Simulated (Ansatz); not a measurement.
Coupled-cluster run, C₂H₃BrO, SMILES `O=CCBr`.

```yaml
crystal:
  periodic: [false, false, false]
  atoms:
    - {symbol: O, position_ang: [-0.667592, -1.071237, 1.409261]}
    - {symbol: C, position_ang: [-0.274073, -0.811547, 0.308920]}
    - {symbol: C, position_ang: [0.325152, 0.518818, -0.051523]}
    - {symbol: Br, position_ang: [-0.576003, 1.197916, -1.627370]}
    - {symbol: H, position_ang: [-0.325428, -1.544638, -0.521166]}
    - {symbol: H, position_ang: [1.376422, 0.407807, -0.320549]}
    - {symbol: H, position_ang: [0.202823, 1.234881, 0.756725]}
basis:
  gaussian: {orbitals: def2-SVP}
correlation: {method: ccsd_t}
```

```sh
$ ansatz run in.yaml --threads 2 --pin off --events-out ev --progress --plain --max-ram 4352MiB
```

Log, shortened:

```
Functional definition: HF
  name "HF"
  cite "Fock, Z. Phys. 61, 126 (1930) doi:10.1007/BF01340294"
  parent pbe
  exchange = exact_x
  correlation = 0
879 factors; integrals over basis functions are off by at most 1.5e-3 eV
mean field evaluation 1: about -74129.5977 eV, gradient 3.4e1 eV
mean field evaluation 2: about -74129.6641 eV, gradient 3.4e1 eV
mean field evaluation 4: about -74132.2634 eV, gradient 3.2e0 eV
mean field evaluation 8: about -74132.3221 eV, gradient 1.8e-1 eV
mean field -74132.32232683 eV, -2724.3125968183 hartree, gradient 1.8e-6 eV, S^2 0.000000; 0 other end points of the search recorded, 0 dependent functions left out
12 core orbitals not correlated: weight in the atoms' cores, before any rotation towards them, 1.000 or more for the frozen orbitals, at most 0.000 for the correlated occupied ones
reference -74132.32232683 eV, -2724.3125968183 hartree; 17, 17 occupied and 60, 60 virtual orbitals, 879 factors
second order -18.47546328 eV of doubles, -0.00000000 eV of singles
cycle   1  -18.52361495 eV  change   -4.8e-2 eV  update   1.0e-1
cycle   2  -18.99171699 eV  change   -4.7e-1 eV  update   3.1e-2
cycle   3  -19.11441614 eV  change   -1.2e-1 eV  update   1.6e-2
cycle   4  -19.10538229 eV  change    9.0e-3 eV  update   3.9e-3
cycle   5  -19.10573227 eV  change   -3.5e-4 eV  update   1.8e-3
cycle   6  -19.10686944 eV  change   -1.1e-3 eV  update   5.3e-4
cycle   7  -19.10658182 eV  change    2.9e-4 eV  update   2.0e-4
cycle   8  -19.10650238 eV  change    7.9e-5 eV  update   6.2e-5
cycle   9  -19.10651584 eV  change   -1.3e-5 eV  update   2.8e-5
perturbative correction -0.56138286 eV, -0.0206304398 hartree
Total energy: -74151.99022554 eV, -2725.0353787643 hartree
```

Run time 3.6 s (2 threads of an Intel Xeon Platinum 8488C on a shared host); peak host memory 0.33 GiB.

MP2 recovers 93.9 % of the CCSD(T) correlation energy and the triples give 2.9 %; T1 = 0.0112.
